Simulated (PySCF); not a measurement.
1-hydroxysilylpropan-2-one (C₃H₈O₂Si), SMILES CC(=O)C[SiH2]O. Atoms are numbered in the order given.

```xyz
14

C      2.5312     0.1155    -0.2444
C      1.1029     0.5219     0.0062
O      0.5805     1.4371    -0.6164
C      0.3172    -0.2685     1.0186
Si    -1.2436    -0.9537     0.1641
O     -2.0167     0.3489    -0.5068
H      2.5694    -0.9489    -0.5311
H      2.9709     0.7348    -1.0365
H      3.1195     0.2111     0.6832
H      0.9147    -1.0434     1.5239
H     -0.0712     0.4328     1.7787
H     -0.8138    -1.9723    -0.8454
H     -2.1313    -1.6071     1.1648
H     -1.3670     1.0436    -0.7315
```

Geometry: r2SCAN-D4/def2-SVP. The values are those of a single conformer.

Two levels are set side by side: PBE/pcSseg-1 (PySCF) and PBE0/pcSseg-1 (PySCF). GIAO shifts against H2O (¹⁷O), TMS (²⁹Si), TMS (¹H), TMS (¹³C) at the same level; non-relativistic, no solvent, atoms listed together averaged. Differences are taken from unrounded values.

| quantity | PBE0 | PBE | PBE minus PBE0 |
|---|---|---|---|
| δ(¹³C) of C1 (ppm) | 37.0 | 37.4 | 0.3 |
| δ(¹³C) of C2 (ppm) | 220.7 | 217.0 | -3.7 |
| δ(¹⁷O) of O3 (ppm) | 647.2 | 641.1 | -6.0 |
| δ(¹³C) of C4 (ppm) | 36.2 | 37.5 | 1.4 |
| δ(²⁹Si) of Si5 (ppm) | -20.2 | -20.3 | -0.1 |
| δ(¹⁷O) of O6 (ppm) | 21.3 | 30.1 | 8.8 |
| δ(¹H) of H12, H13 (ppm) | 5.20 | 5.46 | 0.26 |
| δ(¹H) of H14 (ppm) | 3.99 | 3.82 | -0.17 |

Rough cost on one machine, each run with all the roots and properties that it gave: PBE0 against PBE within a factor of 2.
